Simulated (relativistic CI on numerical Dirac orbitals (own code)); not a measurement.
Mn5+ in a cubic cluster: 1s photoemission with charge transfer

Computed with a charge-transfer multiplet model of a cubic metal-ligand cluster with up to 2 ligand holes, Slater and spin-orbit integrals from Dirac-Coulomb-Breit ions, Slater integrals scaled by 0.8. The ground state mixes d2 with configurations of k ligand holes L, whose averages lie at kΔ + k(k − 1)U_dd/2; a core hole lowers each added d electron by U_cd. 20 K, Lorentzian 1.1 eV and Gaussian 0.6 eV FWHM.

Atomic integrals in eV (Slater integrals scaled, ζ unscaled), ground: F2dd 10.611, F4dd 6.708, zeta_d 0.057; with the core hole: F2dd 11.849, F4dd 7.512, zeta_d 0.081, G2cd 0.070.

Cluster parameters (eV): Δ = 0.6, U_dd = 6.8, U_cd = 7.8, 10Dq(ligand) = 1.1, V(eg) = 1.75, V(t2g) = -0.87, final-state hopping factor = 0.9.

Weights, n_d and S are thermal averages at 20 K. Binding energies count from the first peak over 30 % of the highest in each spectrum, which can be another peak from case to case. The parameters are a model scan and need not match a compound or its usual spin state. Peaks in eV (height, largest 100): 0.0 (100), 3.1 (22), 8.0 (16), 15.5 (9).

(1) Which parameters give this spectrum?
A. 10Dq = 0.8 eV
B. 10Dq = 1.7 eV
C. 10Dq = 2.3 eV

## Answers

(1) A. 10Dq = 0.8 eV; the ground state then has 2.78 d electrons and S = 1.00. The choice follows from running the model for each set and comparing peak positions and heights. The space is cut while the next configuration still counts.
